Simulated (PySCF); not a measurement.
Te(SMe)(SiH3) (CH6SSiTe), SMILES [Te]([SiH3])SC. The structure is a stationary point at PBE-D3(BJ)/def2-SVP. This is a generated structure with no PubChem entry under its InChIKey; it may be hypothetical. The def2 effective core potentials stand for the cores of Te; spin–orbit coupling is left out. The values are those of a single conformer.

Computed equilibrium geometry at PBE-D3(BJ)/def2-SVP (PySCF confirms it by a frequency run) as bond lengths and angles (one conformer of several):
Atoms: Te1 S2 C3 H4 H5 H6 Si7 H8 H9 H10. Bonds (Å): Te1–S2 2.451, Te1–Si7 2.526, S2–C3 1.829, C3–H4 1.107, C3–H5 1.110, C3–H6 1.107, Si7–H8 1.504, Si7–H9 1.502, Si7–H10 1.507. Bond angles (°): S2–Te1–Si7 90.3, Te1–S2–C3 102.4, S2–C3–H4 111.7, S2–C3–H5 105.4, S2–C3–H6 111.6, H4–C3–H5 109.1, H4–C3–H6 110.1, H5–C3–H6 108.9, Te1–Si7–H8 109.3, Te1–Si7–H9 110.6, Te1–Si7–H10 108.4, H8–Si7–H9 109.5, H8–Si7–H10 109.3, H9–Si7–H10 109.8.
Charge 0, spin multiplicity 1.
